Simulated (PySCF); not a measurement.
Iodine: highly charged ions in a basis for the neutral atom

I(5+) [Kr] 4d10 5s2, I(6+) [Kr] 4d10 5s1. All numbers are calculated (PySCF 2.14, the spin-free X2C one-electron Hamiltonian (Gaussian nucleus), in x2c-SVPall). No spin-orbit coupling, so a gap to NIST mixes the basis error with missing relativistic terms.

Changed run: basis of the neutral atom used for a highly charged ion. This setting is unsound on purpose.

```csv
species,method,sound run (hartree),changed run (hartree),converged
I(5+),UHF,not run,-7106.50566,yes
I(5+),MN15,not run,-7113.92511,yes
I(5+),TPSS,not run,-7108.94613,yes
I(6+),UHF,not run,-7103.83896,yes
I(6+),MN15,not run,-7111.17936,yes
I(6+),TPSS,not run,-7106.20016,yes
```

Ionisation energy of I(5+):

| method | changed run (eV) | NIST (eV) |
| --- | --- | --- |
| UHF | 72.564 | 74.4 ± 0.4 |
| MN15 | 74.716 | 74.4 ± 0.4 |
| TPSS | 74.722 | 74.4 ± 0.4 |

The contracted functions were made for the neutral atom and can be too rigid for a highly charged ion.
